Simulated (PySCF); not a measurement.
Species: B2F3, net charge 1, singlet state. SMILES of the parent species: F[B]B(F)F
Structure (B3LYP-D3(BJ)/def2-TZVP (Ansatz) minimum search):
```
B
F 1 1.2863
F 1 1.2863 2 128.67
B 1 1.7651 2 115.66 3 -180.00
F 4 1.2194 2 153.47 1 180.00
```
Charge +1, spin multiplicity 1.

Dispersion corrections to the total energy (kcal/mol) from the dftd3 and dftd4 libraries through PySCF: D3(BJ) without and D4 with the three-body term, each with the damping fitted for the functional named.

| functional | D3(BJ) | D4 |
|---|---|---|
| CAM-B3LYP | [?] | -1.15 |
| TPSS | -1.73 | [?] |
| HF | -12.63 | -5.28 |
| HSE06 | -0.89 | -1.06 |
| BP86 | -2.23 | -1.81 |
| LC-wPBE | -1.29 | [?] |
| revPBE | -3.53 | -4.59 |

Problem. Complete the blanks.

Solution. 
- CAM-B3LYP, D3(BJ): -1.07
- TPSS, D4: -1.87
- LC-wPBE, D4: -1.53
